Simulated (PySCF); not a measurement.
# Two-dimensional NMR puzzle

Compound of formula C$_{6}$H$_{6}$ClN. Correlations simulated from computed shifts and the bond graph:

HSQC (one-bond C–H):
```tsv
δH	δC
7.47	136.9
7.24	134.2
6.85	123.5
6.82	119.5
```

COSY cross peaks (H two or three bonds apart, from the bond graph; peaks can be absent where the dihedral angle is near 90°):
```tsv
δH	δH
7.47	6.85
7.24	6.85
7.24	6.82
```

HMBC (two and three bonds, from the bond graph):
```tsv
δH	δC
7.47	151.0, 134.2, 128.8, 123.5
7.24	151.0, 136.9, 123.5, 119.5
6.85	136.9, 134.2, 128.8, 119.5
6.82	151.0, 134.2, 128.8, 123.5
```

Carbons without hydrogens: δ 151.0, 128.8.

[PySCF 2.14.0 with density-fitted response routines: structure optimised with PBE0-D3(BJ)/def2-TZVP; shielding tensors at B97-2/pcSseg-2 (GIAO); averaged over atoms made equivalent by symmetry, fast rotation or ring inversion; a single conformation; non-relativistic Hamiltonian; in vacuum]

δ = σ(ref) − σ, references computed at the same level: ¹H (σ = 31.64 ppm) and ¹³C (σ = 185.38 ppm) against TMS.

Exchangeable hydrogens are left out of these lists.

Task: Which molecule is this?

Result: SMILES Nc1ccccc1Cl.

Structure with atom numbers: `[NH2:1][c:2]1[cH:3][cH:4][cH:5][cH:6][c:7]1[Cl:8]`; H(Xn) means a hydrogen on atom n.

- δC 151.0 is C2, an aromatic carbon bearing nitrogen.
- δC 136.9 is C6, an aromatic CH (δH 7.47).
- δC 134.2 is C4, an aromatic CH (δH 7.24).
- δC 128.8 is C7, an aromatic carbon bearing chlorine.
- δC 123.5 is C5, an aromatic CH (δH 6.85).
- δC 119.5 is C3, an aromatic CH (δH 6.82).
- HMBC from δH 7.47 reaches the proton-free carbons C2, C7.
- HMBC from δH 7.24 reaches the proton-free carbon C2.
- HMBC from δH 6.85 reaches the proton-free carbon C7.
- HMBC from δH 6.82 reaches the proton-free carbons C2, C7.
- COSY links 7.47–6.85, 7.24–6.85, 7.24–6.82.

The shifts were computed for this structure.

OH and NH positions are those of a molecule without intermolecular hydrogen bonds; in solution they move with solvent, concentration and temperature, and exchange usually removes their couplings. Carbons that carry Cl, above all several Cl atoms, come out too deshielded, partly because spin–orbit coupling is missing. Shifts are as computed. Against solution values, carbons near 30 ppm lie about +3 ppm off and those near 130 ppm about +7 ppm; carbons on Cl a further +5 ppm. Of 1211 compounds with measured shifts, 218 miss one by over three times the rms of a fit or turn the order of signals round; such compounds aren't used in these exercises.
